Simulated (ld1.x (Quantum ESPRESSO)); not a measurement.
# Ti (Z = 22): excitation energies, all-electron against ultrasoft

```
Element                 : Ti
Generator               : ld1.x (Quantum ESPRESSO) 7.5
Type                    : ultrasoft
Functional              : PBE
Relativity              : scalar-relativistic
Frozen core             : [Ar]
Valence charge          : 4
Reference configuration : 3d2 4s1.75 4p0.25
Partial waves           : 4s (bound): rcut 2.45, rcutus 2.90 bohr; 4s channel at 0.35 Ry: rcut 2.45, rcutus 2.90 bohr; 4p (bound): rcut 3.50, rcutus 3.90 bohr; 4p channel at 0.25 Ry: rcut 3.50, rcutus 3.90 bohr; 3d (bound): rcut 2.20, rcutus 2.70 bohr; 3d channel at 0.65 Ry: rcut 2.20, rcutus 2.70 bohr
Local potential         : all-electron potential smoothed inside 3.00 bohr (lloc = -1)
Core correction         : Bessel-smoothed model core, default radius (core density twice the valence density)
Augmentation charge     : built from norm-conserving waves at rcut, not smoothed further
```

Energies are relative to the spin-unpolarised reference configuration 3d2 4s1.75 4p0.25; without spin polarisation the order of configurations can differ from experiment.

```json
{"valence configuration": "3d2 4s1 4p0", "charge": "+1", "ΔE all-electron (eV)": "6.592", "error AE − PS (meV)": "-7.5"}
{"valence configuration": "3d2 4s0 4p0", "charge": "+2", "ΔE all-electron (eV)": "20.164", "error AE − PS (meV)": "-67"}
{"valence configuration": "3d2 4s0 4p2", "charge": "0", "ΔE all-electron (eV)": "5.533", "error AE − PS (meV)": "-17"}
{"valence configuration": "3d2.5 4s1.5 4p0", "charge": "0", "ΔE all-electron (eV)": "-0.402", "error AE − PS (meV)": "-105"}
{"valence configuration": "3d1 4s2 4p1", "charge": "0", "ΔE all-electron (eV)": "3.918", "error AE − PS (meV)": "-421"}
```

(1) What are ΔE and the potential's error for 3d2 4s1 4p1?

(2) What are ΔE and the potential's error for 3d2 4s2 4p0?

Levels in the configuration 3d2 4s1 4p0:

```json
{"level": "3d", "all-electron (eV)": "-11.368", "pseudo (eV)": "-11.414"}
{"level": "4s", "all-electron (eV)": "-10.351", "pseudo (eV)": "-10.372"}
```

A Bessel basis up to 400 Ry misses an occupied level by 0.20 Ry, so cutoffs and ghosts were not judged.

Results:

(1) ΔE = 2.321 eV all-electron; the error (AE − PS) is -2.9 meV.

(2) ΔE = -0.755 eV all-electron; the error (AE − PS) is -0.2 meV.
